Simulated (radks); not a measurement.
Results of a calculation; reference values are marked as such.
Task: All-electron atom: the caesium ion Cs22+ in [Ar] 3d10 4s2 4p3. Code: a radial shooting solver on a logarithmic mesh with Libxc functionals. Model: non-relativistic Kohn-Sham, PBE, spin-polarised, spherical densities, point nucleus; open shells are filled with parallel spins first (spin-orbit coupling, left out, can overturn this in heavy ions); relativity is left out, which matters for an element this heavy. Some entries of the table are withheld. Estimate them.

orbital,occ.,eigenvalue (hartree),<r> (bohr),r(max) (bohr)
1s up,1,-1281.998,0.02763,0.01830
1s down,1,-1281.943,0.02763,0.01830
2s up,1,-215.7436,0.1185,0.1009
2s down,1,-215.7133,0.1185,0.1009
2p up,3,-204.7732,0.1008,0.07876
2p down,3,-204.7228,0.1008,0.07878
3s up,1,-62.24230,0.3097,0.2842
3s down,1,-62.18381,0.3095,0.2843
3p up,3,-57.59269,0.2992,0.2706
3p down,3,-57.52653,0.2990,0.2707
3d up,5,-49.02366,0.2687,(1)
3d down,5,-48.96105,0.2684,(2)
4s up,1,-27.03663,0.6485,0.6301
4s down,1,-26.68935,0.6490,0.6288
4p up,3,-25.20315,0.6550,0.6343
4p down,0,-24.86023,0.6558,0.6330

Result: 
(1) 3d up r(max) (bohr): 0.2186
(2) 3d down r(max) (bohr): 0.2186
